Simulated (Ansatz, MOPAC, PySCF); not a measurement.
Two conformers of C4H10O (SMILES CCC(C)O), B3LYP-D3(BJ)/def2-TZVP minima.
Conformer 1 (charge 0, multiplicity 1):
```json
[
 {"atom": "C", "x (Å)": "2.0167", "y (Å)": "-0.1170", "z (Å)": "-0.1302"},
 {"atom": "C", "x (Å)": "0.6021", "y (Å)": "-0.6763", "z (Å)": "-0.0202"},
 {"atom": "C", "x (Å)": "-0.4802", "y (Å)": "0.3901", "z (Å)": "-0.1055"},
 {"atom": "C", "x (Å)": "-1.8823", "y (Å)": "-0.2018", "z (Å)": "-0.0823"},
 {"atom": "O", "x (Å)": "-0.2800", "y (Å)": "1.2751", "z (Å)": "1.0030"},
 {"atom": "H", "x (Å)": "2.2101", "y (Å)": "0.6029", "z (Å)": "0.6645"},
 {"atom": "H", "x (Å)": "2.7594", "y (Å)": "-0.9135", "z (Å)": "-0.0592"},
 {"atom": "H", "x (Å)": "2.1636", "y (Å)": "0.3913", "z (Å)": "-1.0866"},
 {"atom": "H", "x (Å)": "0.4802", "y (Å)": "-1.2060", "z (Å)": "0.9296"},
 {"atom": "H", "x (Å)": "0.4244", "y (Å)": "-1.4057", "z (Å)": "-0.8156"},
 {"atom": "H", "x (Å)": "-0.3430", "y (Å)": "0.9508", "z (Å)": "-1.0419"},
 {"atom": "H", "x (Å)": "-2.0374", "y (Å)": "-0.7714", "z (Å)": "0.8361"},
 {"atom": "H", "x (Å)": "-2.6405", "y (Å)": "0.5843", "z (Å)": "-0.1293"},
 {"atom": "H", "x (Å)": "-2.0397", "y (Å)": "-0.8654", "z (Å)": "-0.9352"},
 {"atom": "H", "x (Å)": "-0.9532", "y (Å)": "1.9627", "z (Å)": "0.9727"}
]
```
Conformer 2 (charge 0, multiplicity 1, Z-matrix in Å and degrees):
```
C
H 1 1.1002
O 1 1.4315 2 109.20
H 3 0.9633 1 108.50 2 -66.30
C 1 1.5171 2 108.76 3 115.43
H 5 1.0901 1 109.99 2 -62.90
H 5 1.0901 6 108.36 1 -121.69
H 5 1.0921 6 108.31 7 -117.82
C 1 1.5282 2 108.38 3 -120.67
H 9 1.0939 1 108.32 2 -179.96
H 9 1.0963 10 106.55 1 116.04
C 9 1.5265 10 110.47 11 118.23
H 12 1.0908 9 111.63 10 56.99
H 12 1.0909 13 107.53 9 121.88
H 12 1.0929 13 107.75 14 115.78
```

No zero-point or thermal terms.

Rows in 6-31G* carry no dispersion term and start afresh at each structure (6-31G* with six Cartesian d functions). The state that AM1 reach isn't checked.

Run with Ansatz (an electronic-structure program) with Gaussian orbitals; MOPAC for AM1 (differences of heats of formation); PySCF for 6-31G* rows. 

Q: One of these levels gives 0.04 kcal/mol for the electronic energy of conformer 2 less that of conformer 1. Name it.
A) HF/6-31G*
B) AM1
C) PBE0/def2-TZVPP

A: B, AM1. The others give 0.81 (HF/6-31G*), 0.45 (PBE0/def2-TZVPP)
